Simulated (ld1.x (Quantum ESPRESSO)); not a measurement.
# Before and after: TM potential for I

ld1.x (Quantum ESPRESSO) 7.5 input, shortened:

```
&input
   title='I', zed=53., rel=2, dft='BLYP', iswitch=3,
   config='[Kr] 4d10 5s1.5 5p5.5', rel_dist='average'
 /
 &inputp
   pseudotype=2, tm=.true., lloc=0,
   nlcc=.true., new_core_ps=.true., rcore=0.50
 /
3
5P  2  1   5.50   0.00  1.55  1.55  0.0
4D  3  2  10.00   0.00  1.10  1.10  0.0
5S  1  0   1.50   0.00  1.30  1.30  0.0
 &test
   configts(1)='4d10 5s1.5 5p5.5'
 /
```

Open shells are filled in proportion to 2j + 1 (rel_dist='average').

Change: core correction none.

Cutoffs: the cutoffs (Ry, on a coarse ladder) from which the occupation-weighted sum of valence levels, in a spherical-Bessel basis at the reference potential, stays within 10 and 1 mRy of its value at 400 Ry; they do not see the model core or the augmentation charge, which bear on the density cutoff. Errors are all-electron minus pseudo energies relative to the spin-unpolarised reference configuration.

What does the change do?

The potential gets neither clearly harder nor softer (140 Ry and 230 Ry → 140 Ry and 230 Ry); both files keep a bound ghost (p); of the 7 tests that both files solve, the error grows in 1 and shrinks in 5 by more than 15 % and 0.3 meV (median size 2.4 → 0.5 meV).

| quantity | base | changed |
| --- | --- | --- |
| cutoff, loose | 140 Ry | 140 Ry |
| cutoff, tight | 230 Ry | 230 Ry |
| bound ghosts | p3/2, p1/2 | p3/2, p1/2 |
| error for 4d10 5s2 5p5, meV [ΔE -5.19 eV] | -1.5 | 0.0 |
| error for 4d10 5s2 5p4, meV [ΔE 5.80 eV] | -2.9 | +0.5 |
| error for 4d10 5s2 5p3, meV [ΔE 25.52 eV] | -0.2 | +10 |
| error for 4d9 5s2 5p6, meV [ΔE 40.56 eV] | -146 | -22 |
| error for 4d10 5s2 5p5.3, meV [ΔE -6.93 eV] | -1.0 | +0.3 |
| error for 4d9 5s2 5p5, meV [ΔE 52.79 eV] | -72 | +68 |
| error for 4d10 5s2 5p4.5, meV [ΔE -0.73 eV] | -2.4 | -0.3 |
| s: phases at 1.71 bohr within 0.05 rad from the reference energy up to (Ry; the scan ends near 5) | -0.5 | -0.5 |
| p1/2: phases at 1.71 bohr within 0.05 rad from the reference energy up to (Ry; the scan ends near 5) | to the end of the scan | to the end of the scan |
| p3/2: phases at 1.71 bohr within 0.05 rad from the reference energy up to (Ry; the scan ends near 5) | to the end of the scan | to the end of the scan |
| d3/2: phases at 1.71 bohr within 0.05 rad from the reference energy up to (Ry; the scan ends near 5) | 0.2 | 0.2 |
| d5/2: phases at 1.71 bohr within 0.05 rad from the reference energy up to (Ry; the scan ends near 5) | 0.4 | 0.4 |

 A true bound ghost makes a file unfit for plane-wave use even where its test errors are small: the radial tests pick states by their node count and pass the ghost by.
